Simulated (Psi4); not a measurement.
ClLi, charge +1, doublet, at a GFN2-xTB geometry (such geometries of metal compounds can be far from the true shape) (a state made from the parent by changing its charge; the spin is typed, not shown lowest). Base run: PBE/def2-SVP (Psi4).

The Psi4 input:
```
memory 2 GB

molecule {
1 2
  Li   -0.00000000   -0.00000000   -1.95078436
  Cl    0.00000000    0.00000000    0.34425606
}

set basis def2-svp
set reference uks

energy('pbe')
print_variables()
```

Each row names what was changed in the base input (with any setting that the change needs).

| change | ΔE vs base (eV) | point group used | SCF cycles |
|---|---|---|---|
| base | 0.00 | c2v | 6 |
| symmetry = c2 | 0.00 | c2 | 6 |
| molecule keys = no_reorient | 0.00 | c2v | 6 |
| jitter_ang = 0.002 | 0.00 | c2v | 6 |
| symmetry = cs | 0.00 | cs | 6 |
| molecule keys = symmetry c1, no_reorient, no_com | 0.00 | c1 | 6 |
| molecule keys = symmetry c1 | 0.00 | c1 | 6 |

Open shells are given as the SCF converged; they aren't shown to be the lowest states, and a large step between rows can be another state.
